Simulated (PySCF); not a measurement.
## Molecular orbitals of ReN

r²SCAN at R = 1.625 Å; Re def2-TZVPP with ECP60, N def2-TZVPP; scalar-relativistic core potentials (PySCF 2.14). State: ³Σ⁻ (triplet), unpaired electrons δ ↑↑. Only the outer orbitals are listed, counted within each symmetry, core potentials removing the inner ones.

```tsv
spin	orbital	occ.	ε (eV)	on Re (%)	main shells (%)
α	4σ	1	-19.62	21	77 N s, 13 Re d
α	2π	1	-9.58	55	54 Re d, 44 N p
α	2π	1	-9.58	55	54 Re d, 44 N p
α	5σ	1	-9.34	42	43 N p, 40 Re d, 16 N s
α	1δ	1	-7.16	100	100 Re d
α	1δ	1	-7.15	100	100 Re d
α	6σ	1	-6.62	89	77 Re s, 11 N p, 10 Re d
α	3π	0	-3.44	63	37 N p, 36 Re d, 26 Re p
α	3π	0	-3.44	63	37 N p, 36 Re d, 26 Re p
α	7σ	0	-1.75	77	42 Re p, 22 N p, 22 Re d
β	1π	1	-46.85	100	100 Re p
β	1π	1	-46.85	100	100 Re p
β	4σ	1	-20.10	19	80 N s, 11 Re d
β	2π	1	-9.36	39	61 N p, 37 Re d
β	2π	1	-9.36	39	61 N p, 37 Re d
β	5σ	1	-9.09	31	55 N p, 28 Re d, 14 N s
β	6σ	1	-5.25	98	81 Re s, 12 Re d
β	1δ	0	-4.16	100	100 Re d
β	1δ	0	-4.16	100	100 Re d
β	3π	0	-2.91	75	48 Re d, 26 Re p, 24 N p
```

Question: Which are the highest filled and the lowest empty level, where do they sit, and how wide is the gap?

Answer: Highest filled β 6σ at -5.25 eV (in %: 81 Re s, 12 Re d); lowest empty β 1δ at -4.16 eV (in %: 100 Re d); the gap at r²SCAN is 1.09 eV.

```
bond order (Mayer)                              : 3.07
⟨S²⟩                                            : 2.110
charge on Re (Mulliken, basis-dependent)        : 0.22
charge on Re (Löwdin, basis-dependent)          : 0.10
dipole moment (positive dipole means Re(−)N(+)) : -1.91 D
```

Spin–orbit coupling is left out. The state is the lowest single determinant that the PBE0 search found; with open d or f shells the true ground state can be another one.
